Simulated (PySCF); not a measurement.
C10H10.
Atom-mapped SMILES: `[CH2:1]=[CH:2][C:3](=[CH2:4])[c:5]1[cH:6][cH:7][cH:8][cH:9][cH:10]1` (hydrogens: H11, H12 on C1; H13 on C2; H14, H15 on C4; H16 on C6; H17 on C7; H18 on C8; H19 on C9; H20 on C10)

The same species was optimised twice, with GFN2-xTB and with PBE0-D3(BJ)/def2-SVP (PySCF), and the same property calculations (PySCF, gas phase) were run on both structures.

| coordinate | GFN2-xTB | PBE0-D3(BJ)/def2-SVP | change |
| --- | --- | --- | --- |
| C1=C2 (Å) | 1.328 | 1.340 | +0.012 |
| C3=C4 (Å) | 1.333 | 1.344 | +0.011 |
| C5–C6 (Å) | 1.389 | 1.400 | +0.011 |
| C6–C7 (Å) | 1.384 | 1.394 | +0.010 |
| C5–C10 (Å) | 1.389 | 1.400 | +0.011 |
| C9–C10 (Å) | 1.384 | 1.394 | +0.010 |
| C8–C9 (Å) | 1.385 | 1.394 | +0.009 |
| C7–C8 (Å) | 1.385 | 1.394 | +0.009 |
| C2–C3 (Å) | 1.456 | 1.465 | +0.009 |
| C3–C5 (Å) | 1.484 | 1.491 | +0.007 |
| C1–C2–C3 (°) | 124.5 | 125.4 | +0.9 |
| C2–C3–C4 (°) | 121.6 | 121.0 | -0.6 |
| C2–C3–C5 (°) | 117.7 | 118.2 | +0.5 |
| C6–C5–C10 (°) | 119.3 | 119.0 | -0.3 |
| C5–C10–C9 (°) | 120.3 | 120.5 | +0.2 |
| C5–C6–C7 (°) | 120.3 | 120.5 | +0.2 |
| C3–C5–C6 (°) | 120.4 | 120.5 | +0.1 |
| C3–C5–C10 (°) | 120.4 | 120.5 | +0.1 |
| C1–C2–C3–C4 (°) | 180 | 180 | 0 |
| C2–C3–C5–C6 (°) | 90 | 90 | 0 |

Rotational constants: A = 2508, B = 953.0, C = 906.9 MHz (GFN2-xTB) against A = 2472, B = 934.8, C = 889.6 MHz (PBE0-D3(BJ)/def2-SVP). Point groups within 0.08 Å: Cs and Cs.

On the GFN2-xTB structure: HOMO (eV) -6.78 [PBE0/pcSseg-1]; LUMO (eV) -0.81 [PBE0/pcSseg-1]; dipole (D) 0.11 [PBE0/pcSseg-1]; GIAO shielding of C1 (ppm) 59.3 [PBE0/pcSseg-1]; GIAO shielding of C2 (ppm) 38.4 [PBE0/pcSseg-1]; GIAO shielding of C3 (ppm) 26.9 [PBE0/pcSseg-1]; GIAO shielding of C4 (ppm) 61.8 [PBE0/pcSseg-1]; GIAO shielding of C5 (ppm) 39.2 [PBE0/pcSseg-1]; GIAO shielding of C6/C10 (mean) (ppm) 51.4 [PBE0/pcSseg-1]; GIAO shielding of C7/C9 (mean) (ppm) 53.5 [PBE0/pcSseg-1]; GIAO shielding of C8 (ppm) 54.3 [PBE0/pcSseg-1].

**Question.** What do these properties become on the PBE0-D3(BJ)/def2-SVP structure?

**Answer.** 
| property | level | on GFN2-xTB | on PBE0-D3(BJ)/def2-SVP | change |
| --- | --- | --- | --- | --- |
| HOMO (eV) | PBE0/pcSseg-1 | -6.78 | -6.76 | +0.02 |
| LUMO (eV) | PBE0/pcSseg-1 | -0.81 | -0.88 | -0.07 |
| dipole (D) | PBE0/pcSseg-1 | 0.11 | 0.10 | -0.01 |
| energy, GFN2-xTB geometry as zero (kcal/mol) | PBE0/pcSseg-1 | 0.0 | -0.4 | -0.4 |
| GIAO shielding of C1 (ppm) | PBE0/pcSseg-1 | 59.3 | 56.9 | -2.4 |
| GIAO shielding of C2 (ppm) | PBE0/pcSseg-1 | 38.4 | 35.5 | -2.9 |
| GIAO shielding of C3 (ppm) | PBE0/pcSseg-1 | 26.9 | 25.0 | -1.9 |
| GIAO shielding of C4 (ppm) | PBE0/pcSseg-1 | 61.8 | 58.0 | -3.8 |
| GIAO shielding of C5 (ppm) | PBE0/pcSseg-1 | 39.2 | 37.6 | -1.6 |
| GIAO shielding of C6/C10 (mean) (ppm) | PBE0/pcSseg-1 | 51.4 | 48.7 | -2.7 |
| GIAO shielding of C7/C9 (mean) (ppm) | PBE0/pcSseg-1 | 53.5 | 51.1 | -2.4 |
| GIAO shielding of C8 (ppm) | PBE0/pcSseg-1 | 54.3 | 51.7 | -2.6 |

The heavy atoms differ by 0.021 Å rms after alignment. Among bonds between heavy atoms C1=C2, C3=C4, C5–C6 and C5–C10 change most and about equally (+0.011 to +0.012 Å). Changes are differences of the printed values. Neither structure is proved a minimum here.

Shape of the structure used: `[CH2:1]=[CH:2][C:3](=[CH2:4])[c:5]1[cH:6][cH:7][cH:8][cH:9][cH:10]1`: C1–C2–C3–C4 180°, C2–C3–C5–C6 90°.
